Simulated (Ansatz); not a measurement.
InPt₅⁺, relaxed as a singlet with RKS B3LYP-D4/def2-SVP in Ansatz, starting from the GFN2-xTB geometry. Force threshold 0.02 eV/Å.

In the def2 sets In, Pt take a core potential; there is no spin–orbit coupling. The structure comes from a short search, and lower isomers may exist.

Start:

```xyz
6

In    0.533   -1.833    1.267
Pt   -0.678    1.092    1.054
Pt    1.680    1.593    0.750
Pt   -0.681   -0.826   -1.737
Pt    1.545    0.159   -1.246
Pt   -2.399   -0.186   -0.089
```

```csv
step,energy (eV),largest force component (eV/Å),SCF passes
1,-21413.9390,1.274,93
2,-21414.1721,0.425,49
3,-21414.3382,0.319,44
4,-21414.4964,0.442,42
5,-21414.6401,0.472,44
6,-21414.7444,0.166,43
7,-21414.8199,0.389,43
8,-21414.9346,0.230,47
9,-21414.9699,0.329,61
10 (rejected),-21414.9558,0.574,51
11,-21414.9938,0.190,45
12 (rejected),-21414.9818,0.241,52
13,-21414.9995,0.072,46
14,-21415.0012,0.027,44
15,-21415.0015,0.024,43
16,-21415.0016,0.009,43
```

Force components are those of the run's own axes.

End:

```tsv
atom	x (Å)	y (Å)	z (Å)
In1	0.571	-1.845	1.079
Pt2	-0.613	0.498	1.930
Pt3	0.701	1.813	0.098
Pt4	-0.586	-1.098	-1.584
Pt5	1.672	-0.127	-1.115
Pt6	-1.745	0.759	-0.407
```

Bonds formed: Pt3–Pt6 (atoms count from 1). The end is the same structure that another start reached, the lowest one found.

No frequencies were taken in this run, so the end may be a saddle point.

It took 2.1 min on 4 threads of AMD EPYC 7B13 on a shared host, peak host memory 0.75 GiB.
